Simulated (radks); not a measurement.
Results of a calculation; reference values are marked as such.
Task: Spherical quantum dot in the effective-mass picture: electrons in a hard-walled sphere of radius 3.43, all in effective atomic units (hartree* = m*/eps^2 hartree, bohr* = eps/m* bohr), one dielectric constant everywhere. Level of theory: non-relativistic Kohn-Sham, LDA (Slater exchange, Perdew-Wang correlation), spin-polarised, spherical densities (a radial shooting solver with Libxc functionals). Levels are named by radial order and angular momentum (1s, 1p, 1d, 2s, ...), and open shells are averaged over m. Each electron was tried in the lowest free levels, single moves between levels near the top were tried too, and the lowest total energy was kept; such a search can miss a lower state. Give the order in which the levels fill up to N = 35, the shell closures and the spin along the way.

Result: Shells are first occupied in the order 1s, 1p, 1d, 1f, 2s, 1g. Open shells at each N (closed shells left out): 1: 1s(up 1, down 0); 2: none; 3: 1p(up 1, down 0); 4: 1p(up 2, down 0); 5: 1p(up 3, down 0); 6: 1p(up 3, down 1); 7: 1p(up 3, down 2); 8: none; 9: 1d(up 1, down 0); 10: 1d(up 2, down 0); 11: 1d(up 3, down 0); 12: 1d(up 4, down 0); 13: 1d(up 5, down 0); 14: 1d(up 5, down 1); 15: 1d(up 5, down 2); 16: 1d(up 5, down 3); 17: 1d(up 5, down 4); 18: none; 19: 1f(up 1, down 0); 20: 1f(up 2, down 0); 21: 1f(up 3, down 0); 22: 1f(up 4, down 0); 23: 1f(up 5, down 0); 24: 1f(up 6, down 0); 25: 1f(up 7, down 0); 26: 1f(up 7, down 1); 27: 1f(up 7, down 2); 28: 1f(up 7, down 3); 29: 1f(up 7, down 4); 30: 1f(up 7, down 5); 31: 1f(up 7, down 6); 32: none; 33: 2s(up 1, down 0); 34: 2s(up 1, down 0) 1g(up 1, down 0); 35: 2s(up 1, down 0) 1g(up 2, down 0). All shells are closed at N = 2, 8, 18, 32 (there: 1s2 1p6 1d10 1f14). Largest 2S: 7, at N = 25.
